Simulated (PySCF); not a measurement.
Compound: C₃H₈O₄Si.
Geometry (PBE0-D3(BJ)/def2-SVP, Å), atoms numbered from 1 in this order:
```
atom  x, y, z in Å
C1    -3.2998   -0.4367   -0.1536
O2    -2.0067   -0.2276   -0.6326
Si3   -0.6882   -0.0883    0.3723
O4     0.5159    0.1082   -0.7667
C5     1.8720    0.2908   -0.6643
C6     2.3523    0.2896    0.7641
O7     1.6086    0.1507    1.7026
O8     3.6647    0.4585    0.8775
H9    -3.9835   -0.5581   -1.0082
H10   -3.3788   -1.3492    0.4692
H11   -3.6679    0.4145    0.4514
H12   -0.8868    1.1092    1.2375
H13   -0.5753   -1.3529    1.1532
H14    2.1877    1.2488   -1.1201
H15    2.4279   -0.4997   -1.2036
H16    3.8787    0.4471    1.8236
```

Computed with TDDFT wB97X-D/def2-SVPD, vertical, gas phase, core orbitals frozen in the response in PySCF.

| state | E (eV) | E (hartree) | f | \|μ\| (D) | main configurations (H = HOMO, L = LUMO) |
| --- | --- | --- | --- | --- | --- |
| S1 | 6.21 | 0.2282 | 0.0002 | 0.10 | H-3→L (49%), H-2→L (34%), H-4→L (14%) |
| S2 | 7.04 | 0.2585 | 0.020 | 0.87 | H-1→L (68%), H→L (30%) |
| S3 | 7.48 | 0.2747 | 0.0014 | 0.22 | H→L+3 (61%), H→L+2 (12%) |
| S4 | 7.62 | 0.2799 | 0.043 | 1.22 | H→L+2 (66%) |
| S5 | 7.92 | 0.2909 | 0.010 | 0.58 | H→L (63%), H-1→L (23%), H-5→L (11%) |
| S6 | 8.01 | 0.2942 | 0.0063 | 0.45 | H-1→L+3 (38%), H-1→L+1 (26%), H-1→L+2 (10%) |

The lowest singlet lies at 6.21 eV (200 nm, ultraviolet) and is dark (f under 0.0005); its leading configuration is HOMO-3→LUMO (49%). The strongest level in the table is S4 at 7.62 eV (163 nm, f = 0.043). Löwdin shares by element: HOMO oxygen 47% or more, silicon 14%, carbon 9% or more, hydrogen 9% or more (atoms not listed hold the other 22%); LUMO carbon 48% or more, oxygen 42% or more. Weighted by f, the mean energy of these states is 7.54 eV. Orbital energies (eV): HOMO-3 -10.89, HOMO-2 -10.32, HOMO-1 -10.24, HOMO -9.61, LUMO 1.42, LUMO+1 1.73, LUMO+2 2.25. The oscillator strengths of these states sum to 0.081; summed over the whole spectrum of an exact calculation they would give the number of electrons, 72 (Thomas–Reiche–Kuhn). The window holds the lowest 6 singlets.

One conformer stands for the species.
